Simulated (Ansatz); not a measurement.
ZnHBrCl₂, singlet: a relaxation.

The input file, in.yaml:

```yaml
crystal:
  periodic: [false, false, false]
  atoms:
    - {symbol: Zn, position_ang: [-0.574547, -0.220519, -0.417370]}
    - {symbol: Cl, position_ang: [0.775290, 1.547751, 0.630672]}
    - {symbol: Cl, position_ang: [-2.319522, -0.217509, -1.660174]}
    - {symbol: H, position_ang: [1.158654, 0.406400, 0.843710]}
    - {symbol: Br, position_ang: [0.960024, -1.516224, 0.603162]}
basis:
  gaussian: {orbitals: def2-TZVP}
hamiltonian: {xc: pbe0, dispersion: d4}
relax: {f_tol: 0.005, max_steps: 200}
```

Launched with

```bash
ansatz run in.yaml --threads 8 --pin off --events-out ev --progress --plain --max-ram 19148MiB
```

Output of Ansatz 0.2.0:

```
Functional definition: PBE0
  name "PBE0"
  cite "Adamo & Barone, J. Chem. Phys. 110, 6158 (1999) doi:10.1063/1.478522"
  cite "Perdew, Burke & Ernzerhof, Phys. Rev. Lett. 77, 3865 (1996) doi:10.1103/PhysRevLett.77.3865"
  parent pbe
  parameter a = 0.25
  parameter kappa = 0.804
  parameter beta = 0.06672455060314922
  exchange = (1 - a)*pbe_x(kappa = kappa, mu = beta*pi^2/3) + a*exact_x
  correlation = pbe_c(beta = beta)
1534 factors; their error is unknown
mean field evaluation 1: about -143505.6836 eV, gradient 3.8e1 eV
mean field evaluation 2: about -143502.4060 eV, gradient 7.4e1 eV
mean field evaluation 4: about -143507.7827 eV, gradient 1.7e0 eV
mean field evaluation 8: about -143507.7848 eV, gradient 2.6e-2 eV
mean field evaluation 16: about -143508.3719 eV, gradient 1.4e-4 eV
mean field -143508.37193065 eV, -5273.8353949833 hartree, gradient 2.2e-5 eV, S^2 0.000000; 0 other end points of the search recorded, 0 dependent functions left out
the calculation of the forces begins
reference -143508.37196050 eV, -5273.8353960800 hartree; 50, 50 occupied and 126, 126 virtual orbitals, 1534 factors
relax step   1: F+E_penalty+E_count = -143508.50865828 eV  Δ(F+E_penalty+E_count) = +0.000e0 eV  max|allowed force component| = 4.482e0 eV/Å  Δτ_max = 0.0000 Å  (27 SCF iters, accepted)
relax step   2: F+E_penalty+E_count = -143508.96572009 eV  Δ(F+E_penalty+E_count) = -4.571e-1 eV  max|allowed force component| = 6.589e-1 eV/Å  Δτ_max = 0.1955 Å  (30 SCF iters, accepted)
relax step   3: F+E_penalty+E_count = -143508.99378374 eV  Δ(F+E_penalty+E_count) = -2.806e-2 eV  max|allowed force component| = 7.426e-1 eV/Å  Δτ_max = 0.1950 Å  (29 SCF iters, accepted)
relax step   4: F+E_penalty+E_count = -143509.04326441 eV  Δ(F+E_penalty+E_count) = -4.948e-2 eV  max|allowed force component| = 7.380e-1 eV/Å  Δτ_max = 0.2000 Å  (35 SCF iters, accepted)
relax step   5: F+E_penalty+E_count = -143509.07224901 eV  Δ(F+E_penalty+E_count) = -2.898e-2 eV  max|allowed force component| = 5.748e-1 eV/Å  Δτ_max = 0.1204 Å  (29 SCF iters, accepted)
relax step   6: F+E_penalty+E_count = -143509.09170369 eV  Δ(F+E_penalty+E_count) = -1.945e-2 eV  max|allowed force component| = 5.887e-2 eV/Å  Δτ_max = 0.1333 Å  (29 SCF iters, accepted)
relax step   7: F+E_penalty+E_count = -143509.09240295 eV  Δ(F+E_penalty+E_count) = -6.993e-4 eV  max|allowed force component| = 3.421e-2 eV/Å  Δτ_max = 0.0184 Å  (30 SCF iters, accepted)
relax step   8: F+E_penalty+E_count = -143509.09246590 eV  Δ(F+E_penalty+E_count) = -6.294e-5 eV  max|allowed force component| = 5.509e-2 eV/Å  Δτ_max = 0.0247 Å  (29 SCF iters, accepted)
relax step   9: F+E_penalty+E_count = -143509.09266671 eV  Δ(F+E_penalty+E_count) = -2.008e-4 eV  max|allowed force component| = 1.014e-2 eV/Å  Δτ_max = 0.0060 Å  (30 SCF iters, accepted)
relax step  10: F+E_penalty+E_count = -143509.09266861 eV  Δ(F+E_penalty+E_count) = -1.899e-6 eV  max|allowed force component| = 8.504e-3 eV/Å  Δτ_max = 0.0015 Å  (31 SCF iters, accepted)
relax step  11: F+E_penalty+E_count = -143509.09264391 eV  Δ(F+E_penalty+E_count) = +2.470e-5 eV  max|allowed force component| = 1.496e-2 eV/Å  Δτ_max = 0.0048 Å  (31 SCF iters, rejected (line search))
relax step  12: F+E_penalty+E_count = -143509.09267670 eV  Δ(F+E_penalty+E_count) = -8.089e-6 eV  max|allowed force component| = 1.702e-3 eV/Å  Δτ_max = 0.0024 Å  (31 SCF iters, accepted)
Total energy: -143509.09270684 eV, -5273.8618830198 hartree
Atom 0 at    -0.595431    -0.632421    -0.455791 Å, force    -0.001571     0.000778    -0.001702 eV/Å
Atom 1 at     0.524124     1.649033     0.455636 Å, force    -0.000802    -0.000190     0.000340 eV/Å
Atom 2 at    -2.228880     0.077385    -1.578987 Å, force     0.000900    -0.000680     0.000654 eV/Å
Atom 3 at     1.381911     0.878820     1.029462 Å, force     0.001448    -0.000159     0.000110 eV/Å
Atom 4 at     0.918175    -1.972917     0.549679 Å, force     0.000025     0.000250     0.000597 eV/Å
Dipole moment:     0.369925     0.256277     0.276554 e Å

[the SCF lines of later steps are left out]
```

The lines “mean field evaluation” count trial sets of orbitals through the whole run, from several starts and some on an approximate energy, so they need not fall steadily or lie above the final value.

Time: 73 s of wall clock on 8 CPU threads of an Intel Xeon; the host was shared. Peak host memory: 0.69 GiB.
